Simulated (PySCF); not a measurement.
$^{29}$Si chemical shifts

PySCF calculation with GIAO PBE0/pcSseg-1 shieldings and coordinates at the GFN2-xTB level; non-relativistic, one conformer, equivalent nuclei averaged, gas phase.

Shieldings were converted by a linear fit to measured shifts: $^{29}$Si: δ = 279.94 − 0.822σ (rms 8.9 ppm, 72 shifts, 25.8 ppm with the 6 outliers that the fit left out vs TMS, solution or neat liquid). Occasional misses reach two or three times the rms, and more in compound classes unlike the fitted ones.

Q: Give the $^{29}$Si shifts of `CC#CC1[SiH2]C[SiH2]1`, `[SiH3]Cc1ccccn1`, `N[SiH2]n1cccc1`, `C#C[SiH2]/N=C/C=C/C`, `[SiH3]Cc1cccnc1`, `C#C/C(=N\[SiH3])C1CC1`.

A: 
```csv
compound,environment,δ (ppm)
CC#CC1[SiH2]C[SiH2]1,"silicon bonded to 2 C, 2 H, in a 4-membered ring (×2)",-26.4
[SiH3]Cc1ccccn1,"silicon bonded to C, 3 H",-58.9
N[SiH2]n1cccc1,"silicon bonded to 2 N, 2 H",-34.2
C#C[SiH2]/N=C/C=C/C,"silicon bonded to C, N, 2 H",-58.9
[SiH3]Cc1cccnc1,"silicon bonded to C, 3 H",-57.7
C#C/C(=N\[SiH3])C1CC1,"silicon bonded to N, 3 H",-61.0
```

Q: Match the shifts -15.6, -26.4, -58.9 ppm to `CC#CC1[SiH2]C[SiH2]1`, `[SiH3]Cc1ccccn1`, `N#Cc1nc(O[SiH2]Cl)no1`.

A: -15.6: N#Cc1nc(O[SiH2]Cl)no1 (silicon bonded to Cl, O, 2 H); -26.4: CC#CC1[SiH2]C[SiH2]1 (silicon bonded to 2 C, 2 H, in a 4-membered ring); -58.9: [SiH3]Cc1ccccn1 (silicon bonded to C, 3 H).
